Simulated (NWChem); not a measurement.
# C4H4BN; SMILES C#CB(N)C#C

```xyz
10

C      2.3879     0.0000     0.9780
C      1.3354     0.0000     0.3668
B      0.0000     0.0000    -0.3994
N      0.0000     0.0000    -1.7947
C     -1.3354     0.0000     0.3668
C     -2.3879     0.0000     0.9780
H      3.3147     0.0000     1.5234
H      0.8524     0.0000    -2.3390
H     -0.8524     0.0000    -2.3390
H     -3.3147     0.0000     1.5234
```
Atoms are numbered in this order, from 1.

Level: PBE0/def2-SVP (NWChem), optimised geometry, unscaled harmonic frequencies. 

Task: List the harmonic frequencies with IR intensities, and the thermochemistry.

Result: 
```tsv
frequency (cm⁻¹)	IR intensity (km/mol)
117	1.1
189	17.3
213	3.4
287	0.0
435	1.8
505	7.8
553	119.5
647	0.0
651	77.4
654	11.9
712	22.6
714	52.3
754	0.0
754	63.0
854	2.3
1196	260.4
1374	107.6
1595	181.2
2190	27.3
2196	84.9
3479	73.6
3480	23.3
3634	72.5
3749	46.3
```

```
Quantity                                                                           Result
-----------------------------------------------------------------------  ----------------
zero-point energy                                                           44.2 kcal/mol
thermal correction to the enthalpy at 298.15 K (with zero-point energy)     49.0 kcal/mol
heat capacity Cv                                                         23.8 cal/(mol K)
entropy at 298.15 K and 1 atm (symmetry number 2)                        77.9 cal/(mol K)
dipole moment                                                                      1.72 D
```

Rigid rotor and harmonic oscillator.
